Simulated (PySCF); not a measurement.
SMILES B, PBE0/def2-SVP optimised geometry.

```
4

B     -0.30     0.00     0.00
H     -0.90    -1.04     0.00
H     -0.90     1.04     0.00
H      0.90     0.00     0.00
```

Density from PBE0/def2-TZVP in PySCF 2.14.0 at that geometry.

Minimum of the electron density along straight lines between bonded atoms, close to the bond critical point (lines longer than 1.1 times the sum of covalent radii, or with two minima, are not listed):

```json
[
 {"bond": "B1–H2", "length / Å": "1.207", "ρ at the minimum / e bohr⁻³": "0.183", "∇²ρ there / e bohr⁻⁵": "-0.41", "position (fraction from the first atom)": "0.44"},
 {"bond": "B1–H3", "length / Å": "1.207", "ρ at the minimum / e bohr⁻³": "0.183", "∇²ρ there / e bohr⁻⁵": "-0.41", "position (fraction from the first atom)": "0.44"},
 {"bond": "B1–H4", "length / Å": "1.207", "ρ at the minimum / e bohr⁻³": "0.183", "∇²ρ there / e bohr⁻⁵": "-0.41", "position (fraction from the first atom)": "0.44"}
]
```
